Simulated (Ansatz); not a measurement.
Basis-set series for F₃NbO, SMILES `[O]=[Nb]([F])([F])[F]`. The species carries charge 0 and has multiplicity 1. Nb: def2 effective core potential. The geometry is a stationary point of PBE0-D4/def2-TZVP.

```
functional       basis  functions  energy (Eh)  HOMO (eV)  LUMO (eV)
   PBE0-D4  def2-TZVPP        180   -431.81348     -10.66      -2.22
   PBE0-D4  def2-QZVPP        309   -431.83686     -10.67      -2.23
   ωB97M-V  def2-TZVPP        180   -432.00963     -13.06       0.07
   ωB97M-V  def2-QZVPP        309   -432.03180     -13.08       0.04
```

Problem. Give the rows for def2-SVP. (Best estimate.)

Solution. Ansatz gave: 
| functional | basis | functions | energy (Eh) | HOMO (eV) | LUMO (eV) |
| --- | --- | --- | --- | --- | --- |
| PBE0-D4 | def2-SVP | 87 | -431.33208 | -10.67 | -2.29 |
| ωB97M-V | def2-SVP | 87 | -431.51852 | -13.08 | 0.01 |

Positive LUMOs are unbound and depend on the basis.
